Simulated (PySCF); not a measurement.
C₂H₅Te, SMILES [CH2][Te]C (connectivity only; charge and spin as stated), charge +1, multiplicity 1.

The structure is a stationary point at B3LYP-D3(BJ)/def2-SVP. The multiplicity is an assumed one; other spin states were not compared. The isomer is the one that the SMILES or the coordinates give; other isomers of the formula were not compared. The def2 effective core potentials stand for the cores of Te; spin–orbit coupling is left out.

Calculation: TDA-PBE/def2-SVPD in PySCF.

Vertical excitations. The molecule is in vacuum. State labels are in the subgroup Cs.

```
state  symmetry  energy (eV)  λ (nm)      f                                                  main pairs
-----  --------  -----------  ------  -----  ----------------------------------------------------------
S1           A"         4.06     306  0.004                                            HOMO−1→LUMO 99 %
S2           A"         5.27     235  0.003                                            HOMO−2→LUMO 96 %
S3           A'         5.37     231  0.175                            HOMO→LUMO 67 %, HOMO−3→LUMO 20 %
S4           A"         6.04     205  0.001                                            HOMO→LUMO+1 91 %
S5           A'         6.28     197  0.052                            HOMO−3→LUMO 77 %, HOMO→LUMO 14 %
S6           A"         6.31     197  0.001                                            HOMO−4→LUMO 90 %
S7           A"         7.30     170  0.000                                            HOMO−5→LUMO 98 %
S8           A"         7.39     168  0.012                                            HOMO→LUMO+2 95 %
S9           A'         7.65     162  0.166  HOMO−1→LUMO+1 59 %, HOMO−1→LUMO+2 24 %, HOMO−2→LUMO+2 10 %
S10          A'         8.04     154  0.054                      HOMO−2→LUMO+1 53 %, HOMO−1→LUMO+2 38 %
T1           A'         2.17     573      0                                              HOMO→LUMO 99 %
T2           A"         3.54     350      0                                            HOMO−1→LUMO 99 %
T3           A"         4.77     260      0                                            HOMO−2→LUMO 95 %
T4           A"         5.66     219      0                                            HOMO→LUMO+1 92 %
```
Triplets are in the Tamm–Dancoff approximation.
